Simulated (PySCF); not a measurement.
Fe⁵⁺ (iron, charge +5) across methods

[Ar] 3d3, high-spin 4F determinant. All numbers are calculated (PySCF 2.14, scalar relativity by spin-free X2C-1e, in an even-tempered Gaussian basis (21 s from 0.13 bohr⁻², ratio 2.5; 14 p from 0.17 bohr⁻², ratio 2.5; 10 d from 0.17 bohr⁻², ratio 2.5; 5 f from 0.97 bohr⁻², ratio 2.7; 4 g from 1.4 bohr⁻², ratio 2.7)).

```csv
method,E (hartree),mean ε 3p α (eV),mean ε 3p β (eV),mean ε 3d α (eV),Σ⟨r²⟩ (bohr²),⟨S²⟩
UHF,-1264.83245,-160.80,-150.69,-100.72,9.275,3.752
LDA,-1263.183,-142.46,-138.53,-87.929,9.332,3.750
PBE,-1265.543,-142.50,-138.47,-87.949,9.319,3.750
PBE0,-1265.596,-147.38,-141.97,-91.383,9.298,3.751
```

(1) Estimate the same row for r2SCAN.

Answers

(1) E (hartree) = -1265.797; mean ε 3p α (eV) = -144.35; mean ε 3p β (eV) = -139.46; mean ε 3d α (eV) = -88.951; Σ⟨r²⟩ (bohr²) = 9.282; ⟨S²⟩ = 3.751.
